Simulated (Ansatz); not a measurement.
`CC#[N+][Cu-][F]`: the same geometry under several functionals.

```yaml
crystal:
  periodic: [false, false, false]
  atoms:
    - {symbol: C, position_ang: [0.626297, -1.191242, 1.011830]}
    - {symbol: C, position_ang: [0.091589, -0.170651, 0.143256]}
    - {symbol: N, position_ang: [-0.334018, 0.640454, -0.546441]}
    - {symbol: Cu, position_ang: [-1.007835, 1.917912, -1.629525]}
    - {symbol: F, position_ang: [-1.666480, 3.163490, -2.684094]}
    - {symbol: H, position_ang: [0.225926, -1.066842, 2.019483]}
    - {symbol: H, position_ang: [0.350168, -2.178490, 0.637422]}
    - {symbol: H, position_ang: [1.714353, -1.114631, 1.048068]}
basis:
  gaussian: {orbitals: def2-TZVPP}
hamiltonian: {xc: pbe0, dispersion: d4}
output: {orbitals: {seedname: orbitals}}
```

```sh
$ ansatz run in.yaml --threads 2 --pin off --events-out ev --progress --plain --max-ram 32768MiB --backend cpu
```

It prints (some lines left out):

```
Functional definition: PBE0
1451 factors; their error is unknown
mean field evaluation 1: about -50951.3700 eV, gradient 8.0e1 eV
mean field evaluation 2: about -50594.4559 eV, gradient 5.4e2 eV
mean field evaluation 4: about -50959.6330 eV, gradient 3.6e1 eV
mean field evaluation 8: about -50960.7866 eV, gradient 3.9e-1 eV
mean field evaluation 16: about -50960.8353 eV, gradient 5.0e-4 eV
mean field -50960.83533568 eV, -1872.7761560913 hartree, gradient 7.9e-5 eV, S^2 0.000000; 0 other end points of the search recorded, 0 dependent functions left out
reference -50960.83537306 eV, -1872.7761574650 hartree; 30, 30 occupied and 200, 200 virtual orbitals, 1451 factors
Total energy: -50960.94861162 eV, -1872.7803189053 hartree
```

It took 9.5 s on 2 threads of a server CPU on a shared host, with 0.59 GiB of host memory at the peak.

Changing it to `hamiltonian: {xc: {name: r2SCAN0}, dispersion: d4}` (abridged; 11 s):

```
Functional definition: r2SCAN0
mean field evaluation 16: about -50968.5331 eV, gradient 1.5e-3 eV
mean field -50968.53314724 eV, -1873.0590454487 hartree, gradient 1.7e-5 eV, S^2 0.000000
Total energy: -50968.57245250 eV, -1873.0604898902 hartree
```

With the line `hamiltonian: {xc: hse06, dispersion: d4}` (abridged; 9.1 s):

```
Functional definition: HSE06
mean field evaluation 16: about -50960.4495 eV, gradient 4.0e-4 eV
mean field -50960.44947048 eV, -1872.7619758069 hartree, gradient 4.1e-5 eV, S^2 0.000000
Total energy: -50960.55496466 eV, -1872.7658526464 hartree
```

With the line `hamiltonian: {xc: {name: PBE-QIDH}}` (abridged; 15 s):

```
Functional definition: PBE-QIDH
mean field evaluation 16: about -50939.5964 eV, gradient 1.2e-3 eV
mean field -50939.59642339 eV, -1871.9956404610 hartree, gradient 4.0e-6 eV, S^2 0.000000
13 core orbitals not correlated: weight in the atoms' cores, before any rotation towards them, 1.000 or more for the frozen orbitals, at most 0.000 for the correlated occupied ones
second order -40.32321020 eV of doubles, -0.00000000 eV of singles
Total energy: -50953.03750817 eV, -1872.4895912160 hartree
```

Changing it to `hamiltonian: {xc: {name: wB97X-V}}` (abridged; 19 s):

```
Functional definition: wB97X-V
mean field evaluation 16: about -50968.0193 eV, gradient 2.8e-4 eV
mean field -50968.01929073 eV, -1873.0401615699 hartree, gradient 6.5e-5 eV, S^2 0.000000
Total energy: -50968.01928825 eV, -1873.0401614788 hartree
```

With the line `hamiltonian: {xc: {name: CAM-B3LYP}, dispersion: d4}` (abridged; 13 s):

```
Functional definition: CAM-B3LYP
mean field evaluation 16: about -50975.0434 eV, gradient 3.5e-4 eV
mean field -50975.04344475 eV, -1873.2982944691 hartree, gradient 4.1e-5 eV, S^2 0.000000
Total energy: -50975.15831744 eV, -1873.3025159627 hartree
```

HSE06 is the plane-wave form, built on full-range PBE exchange.
